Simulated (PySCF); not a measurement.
Bond curve of RbHg⁺

Set-up: Rb def2-SVP with ECP28, Hg def2-SVP with ECP60; scalar-relativistic core potentials (PySCF 2.14). Energies in eV from Rb⁺ + Hg in their ground configurations at the same level. All curves are PBE0. state 1: ¹Σ⁺ (singlet), closed shell; state 2: ³Σ⁺ (triplet), unpaired electrons σ ↑↑, a second solution, started from another occupation.

| R (Å) | state 1 | state 2 |
| --- | --- | --- |
| 3.267 | -0.0577 | 5.2609 |
| 3.419 | -0.1181 | 5.0752 |
| 3.571 | -0.1478 | 4.9355 |
| 3.685 | -0.1569 | 4.8551 |
| 3.799 | -0.1585 | 4.7919 |
| 3.913 | -0.1550 | 4.7432 |
| 4.065 | -0.1456 | 4.6969 |
| 4.255 | -0.1301 | 4.6624 |
| 4.483 | -0.1104 | 4.6465 |
| 4.787 | -0.0866 | 4.6533 |

**Question.** Put a parabola through the three lowest points of the state 1 curve and estimate Re, k and ωe (reduced mass 59.78 u; 1 eV/Å² = 0.16022 mdyn/Å; ωe = 1302.8·√(k/μ) cm⁻¹).

**Answer.** Through R = 3.685, 3.799, 3.913 Å the second-order coefficient is 0.196 eV/Å², so Re ≈ 3.778 Å, k ≈ 0.0629 mdyn/Å and ωe ≈ 42 cm⁻¹. A polynomial fit of higher order to the unrounded PBE0 energies gives Re = 3.771 Å, k = 0.0680 mdyn/Å, ωe = 43.9 cm⁻¹; anharmonicity and rounding make the difference.

The higher-order fit for each curve: state 1: Re = 3.771 Å, ωe = 43.9 cm⁻¹, De = 0.159 eV; state 2: Re = 4.551 Å, ωe = 37.9 cm⁻¹, minimum 4.65 eV above the ground-state fragments.

Closed-shell solutions of metal pairs were not tested for spin polarisation, which can lower them a little. The bond is weak. Basis-set superposition, not corrected here, can be much of De in a small basis, most of all at correlated wavefunction levels. Spin–orbit coupling is left out. For an ion De counts to the pair picked by the measured ionisation energies or electron affinities, which need not be the lowest pair at this level. Counting both spins, an empty level lies below a filled one in some of these solutions, because spin and occupation are held.
